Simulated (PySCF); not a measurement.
AuH₆N₂, SMILES [NH3]->[Au][NH3+], charge +1, multiplicity 1.

Coordinates come from a PBE0-D3(BJ)/def2-SVP optimisation. The spin state was assumed, not searched. The def2 effective core potentials stand for the cores of Au; spin–orbit coupling is left out.

The numbers are results of M06-2X/def2-TZVPD (PySCF), not measurements.

Isolated molecule, no solvent.

Computed frontier levels, gap, dipole moment and polarisability:
```json
{
  "highest_occupied_level": "-13.70 eV",
  "lowest_empty_level": "-4.23 eV",
  "orbital_gap": "9.48 eV",
  "dipole_moment_about_the_centre_of_nuclear_charge": "0.00 D",
  "mean_static_polarisability": "43.5 bohr³ (6.45 Å³)",
  "polarisability_principal_values": "37.7, 37.7, 55.2 bohr³"
}
```
